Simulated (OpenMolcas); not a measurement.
# Ti3+: moving or changing the point charges

Ti3+ among 6 point charges of -1 e arranged as an octahedron (Oh), 1.83 Å from the ion.
```
   1.8300    0.0000    0.0000  -1.00
   0.0000    1.8300    0.0000  -1.00
  -1.8300    0.0000    0.0000  -1.00
   0.0000   -1.8300    0.0000  -1.00
   0.0000    0.0000    1.8300  -1.00
   0.0000    0.0000   -1.8300  -1.00
```

```
Program             : OpenMolcas 26.06
Method              : CASSCF
Basis               : ANO-RCC-VDZP [5s4p2d1f]
Scalar Hamiltonian  : DKH2, point nucleus
Active space        : 1 electron in 5 orbitals (3d)
State averaging     : 2S+1 = 2 even, 5 roots
Spin-orbit coupling : state interaction with AMFI integrals over the reference wave functions
```

Runs around this geometry, states (labels of O, the rotations of Oh). Energies in cm-1 above the lowest state or level, χT in cm3 K/mol; under a threefold ground state the first gap can be a small split of the lowest multiplet, not the spin-orbit step; 10Dq is the gap between the two states.

```tsv
R (Å)	q (e)	Ground state	First state of that spin	10Dq	First gap with spin-orbit (degeneracies)	χT at 300 K
1.83	-0.65	2T2	2E 3664	3664	231.9 (4, 2)	0.469
1.71	-1	2T2	2E 7782	7782	218.4 (4, 2)	0.464
1.83	-1	2T2	2E 5695	5695	224.6 (4, 2)	0.464
```

Taking |10Dq| as R^-n, n = -ln(5695 / 7782) / ln(1.83 / 1.71) = 4.6 between the shortest and longest distance. The point-charge formula for a cubic d site gives n = 5.

Scaling the charges by -0.65 / -1 = 0.65 scales |10Dq| by 3664 / 5695 = 0.64; with fixed orbitals a first-order splitting would follow the charge.

An orbital triplet at a regular site is open to Jahn-Teller coupling, which can distort the site and quench the lowest spin-orbit gaps and is left out. This field is weak: 10Dq is about 3664 cm-1, while octahedral complexes of 3d ions of charge 3 and more, computed by the same method with explicit ligands, had a median near 15000 cm-1. Ground spin and moment need not be those of a real site (figures for R = 1.83, q = -0.65; the like holds for R = 1.71, q = -1, R = 1.83, q = -1). The ground term spreads over less than 5000 cm-1, several times less than with real ligands, so orbital moments are less quenched and χT lies further from the spin-only value than at real sites (holds for R = 1.83, q = -0.65). Point charges carry no covalency, so the field is a model and not that of real ligands. No measured value stands beside these numbers.
